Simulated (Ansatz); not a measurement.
```yaml
crystal:
  periodic: [false, false, false]
  atoms:
    - {symbol: C, position_ang: [0.099622, -1.213028, 2.477296]}
    - {symbol: C, position_ang: [-0.585504, -0.924641, 1.533402]}
    - {symbol: O, position_ang: [-1.332953, -0.626431, 0.536379]}
    - {symbol: Al, position_ang: [-0.979761, 0.200626, -0.942664]}
    - {symbol: C, position_ang: [0.827666, 0.823653, -1.231643]}
    - {symbol: H, position_ang: [0.694880, -1.473210, 3.317196]}
    - {symbol: H, position_ang: [-2.249733, 0.322868, -1.864096]}
    - {symbol: H, position_ang: [1.537871, -0.005409, -1.155152]}
    - {symbol: H, position_ang: [1.112636, 1.546712, -0.460888]}
    - {symbol: H, position_ang: [0.958377, 1.297662, -2.206929]}
basis:
  gaussian: {orbitals: pcseg-2}
hamiltonian: {xc: {name: SVWN5}}
accuracy: high
kpoints: {mp_grid: {grid: [2, 2, 2]}}
output: {forces: true}
```

```sh
$ ansatz run in.yaml --threads 2 --pin off --events-out ev --progress --plain --max-ram 4352MiB
```

How does Ansatz answer? (An estimate is asked.)

Ansatz gave: The program refused the input.
```
Error: invalid value for `basis.gaussian`: such a run doesn't read kpoints; remove what it names
```
